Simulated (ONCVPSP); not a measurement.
**nitrogen: excitation energies, all-electron against ONCV**

- Element: nitrogen
- Generator: ONCVPSP 4.0.1
- Type: optimised norm-conserving Vanderbilt (ONCV)
- Functional: LDA (Perdew-Zunger)
- Relativity: scalar-relativistic
- Frozen core: [He]
- Valence charge: 5
- Reference configuration: 2s2 2p1 (charge +2)
- Partial waves: 2s: rc 0.95 bohr, ncon 3, nbas 7, qcut 5.3 1/bohr, 1 projector; 2p: rc 1.80 bohr, ncon 4, nbas 7, qcut 9 1/bohr, 2 projectors, debl 2.4 Ha; d scattering state at 0.04 Ha: rc 1.85 bohr, ncon 4, nbas 8, qcut 4.5 1/bohr, 2 projectors, debl 3.9 Ha
- Local potential: polynomial inside 0.60 bohr (lpopt 4, dvloc0 6 Ha)
- Core correction: Teter function fitted to the true core (icmod 2), fcfact 0.55

Energies are relative to the spin-unpolarised reference configuration 2s2 2p1; without spin polarisation the order of configurations can differ from experiment.

```json
{"valence configuration": "2s2 2p2", "charge": "+1", "ΔE all-electron (eV)": "-28.970", "error AE − PS (meV)": "+112"}
{"valence configuration": "2s2 2p0", "charge": "+3", "ΔE all-electron (eV)": "47.165", "error AE − PS (meV)": "+253"}
```

Question: What are ΔE and the potential's error for 2s2 2p3?

Answer: ΔE = -42.702 eV all-electron; the error (AE − PS) is +265 meV.

Question: What are ΔE and the potential's error for 2s1 2p3?

Answer: ΔE = -17.517 eV all-electron; the error (AE − PS) is +278 meV.

Levels in the configuration 2s2 2p2:

```tsv
level	all-electron (eV)	pseudo (eV)
2s	-32.250	-32.276
2p	-20.817	-20.986
```

Note: ghosts flagged at negative energy: d at -343.1 eV (a further GHOST(-) flag falls on a real empty level of the atom); no localised positive-energy state flagged. A true bound ghost makes a file unfit for plane-wave use.
